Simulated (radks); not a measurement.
The numbers below are computed, except where a source is named.
Species: neutral zirconium. Configuration: [Kr] 4d1 5s2 5p1 (not the ground configuration). Level of theory: Dirac Kohn-Sham, PBE, spin-unpolarised, spherical densities, finite nucleus; open shells fill j = l - 1/2 first; Fermi nuclear charge, rms radius 4.2694 fm (a radial shooting solver on a logarithmic mesh with Libxc functionals). Some entries of the table are withheld. Estimate them.

orbital,occ.,eigenvalue (eV),r(max) (bohr),<r^2> (bohr^2)
1s1/2,2,-17820.71,0.02414,0.001853
2s1/2,2,-2472.420,0.1371,0.03111
2p1/2,2,-2263.570,0.1070,(1)
2p3/2,4,-2177.717,0.1106,(2)
3s1/2,2,-408.6402,0.4083,(3)
3p1/2,2,-330.8993,0.3963,0.2414
3p3/2,4,-317.2297,0.4054,0.2525
3d3/2,4,-180.2140,0.3459,0.2455
3d5/2,6,-177.7166,0.3486,0.2493
4s1/2,2,-58.3020,1.077,1.650
4p1/2,2,-37.3115,1.159,2.040
4p3/2,4,-35.4990,1.183,2.132
4d3/2,1,-6.3479,1.535,5.211
4d5/2,0,-6.1944,1.547,5.317
5s1/2,2,(4),(5),13.88
5p1/2,1,-2.4593,3.750,23.62
5p3/2,0,-2.3261,3.833,24.76

Answer. 
(1) 2p1/2 <r^2> (bohr^2): 0.02360
(2) 2p3/2 <r^2> (bohr^2): 0.02499
(3) 3s1/2 <r^2> (bohr^2): 0.2409
(4) 5s1/2 eigenvalue (eV): -5.8247
(5) 5s1/2 r(max) (bohr): 3.018
